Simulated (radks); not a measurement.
Problem. Coherent X-ray form factor from a spherical all-electron density. Method: scalar-relativistic Kohn-Sham, r2SCAN, spin-unpolarised, spherical densities, finite nucleus; meta-GGA in the generalised Kohn-Sham scheme; Fermi nuclear charge, rms radius of each element as measured or else 0.836 A^(1/3) + 0.57 fm; computed with a radial shooting solver on a logarithmic mesh with Libxc functionals.

| sin(theta)/lambda (1/angstrom) | f0 (electrons) |
|---|---|
| 0.05 | 72.239 |
| 0.1 | 70.128 |
| 0.15 | 67.081 |
| 0.2 | 63.552 |
| 0.25 | 59.895 |
| 0.3 | 56.326 |
| 0.4 | 49.825 |
| 0.5 | 44.289 |
| 0.6 | 39.584 |
| 0.8 | 31.972 |
| 1 | 26.139 |
| 1.25 | 20.975 |
| 1.5 | 17.698 |
| 2 | 13.996 |

The species is in the configuration that NIST lists as its ground one. Which atom or ion scatters so?

Solution. The rhenium ion Re2+, [Xe] 4f14 5d5. Extrapolating in s^2 from the first two rows gives f0(0) = 72.9, near the electron count 73; among species with that count, the fall with angle is slower the higher Z, and the table is that of Z = 75; from so few rows the species is fixed only to a neighbour or two.
